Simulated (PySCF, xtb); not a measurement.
Zn(Et)(SH) (C2H6SZn), SMILES C[CH2][Zn][SH].

xtb with GFN2-xTB at its own geometry gives an orbital gap of 3.08 eV and a dipole moment of 3.62 D.

The structure is a stationary point at PBE-D3(BJ)/def2-SVP. The isomer is the one that the SMILES or the coordinates give; other isomers of the formula were not compared. The values are those of a single conformer.

Problem. What does ωB97X/def2-TZVP in PySCF give? (Estimate from the structure and the level; the computed values follow.)

Solution. gap 10.82 eV (levels -9.45 and 1.37 eV), dipole 2.02 D.
